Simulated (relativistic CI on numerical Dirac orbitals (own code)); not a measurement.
Radial parameters of Zn28+

These numbers are calculated, not measured: Dirac-Coulomb-Breit CI, separate exchange-only KLI orbitals for each configuration, model QED, unscaled Slater integrals (own radial code, finite nucleus).

Slater integrals F^k, G^k are unscaled and averaged over j, outside the closed core (none); ζ comes from projecting the Hamiltonian with its Breit term on Σ l·s of the shell.

- 1s2s: G^0(1s,2s) = 144800 cm⁻¹; <r>(1s) = 0.04932, <r^2>(1s) = 0.003261, <r>(2s) = 0.2008, <r^2>(2s) = 0.04714 (bohr units).
- 1s2p: G^1(1s,2p) = 315560, ζ(2p) = 180180 cm⁻¹; <r>(1s) = 0.04933, <r^2>(1s) = 0.003262, <r>(2p) = 0.1697, <r^2>(2p) = 0.03468 (bohr units).
- 1s3s: G^0(1s,3s) = 38038 cm⁻¹; <r>(1s) = 0.04926, <r^2>(1s) = 0.003251, <r>(3s) = 0.4555, <r^2>(3s) = 0.236 (bohr units).

Averages of the first 10 configurations, taken without configuration mixing, which lowers the lowest level and can move excited configurations by several eV; other configurations of the list can lie among them:

```csv
Configuration,Parity,States,Average energy above the lowest level (eV)
1s²,even,1,0.0
1s2s,even,4,8920.6
1s2p,odd,12,8972.3
1s3s,even,4,10565.7
1s3p,odd,12,10580.6
1s3d,even,20,10588.9
1s4s,even,4,11136.7
1s4p,odd,12,11142.9
1s4d,even,20,11146.4
1s4f,odd,28,11147.3
```
